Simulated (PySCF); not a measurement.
**Carbon: a sound run and one with changed settings**

Sound run: C²⁺ [He] 2s2, C³⁺ [He] 2s1. Computed with PySCF 2.14 in def2-SVP, with no relativity, point nucleus. In the sound run the correlated levels freeze 1s2. The sound run starts from symmetry-adapted Hartree-Fock orbitals and uses a fine grid where one is needed.

Changed run: initial guess sap, at most 50 SCF cycles.

```csv
species,method,sound run (hartree),changed run (hartree),converged
C²⁺,UHF,-36.35086,-36.35086,yes
C²⁺,BP86,-36.45428,-36.45428,yes
C²⁺,CCSD(T),-36.42400,-36.42400,yes
C³⁺,TPSS,-34.74883,-34.74883,yes
```

Here the plain start reaches the same solutions.
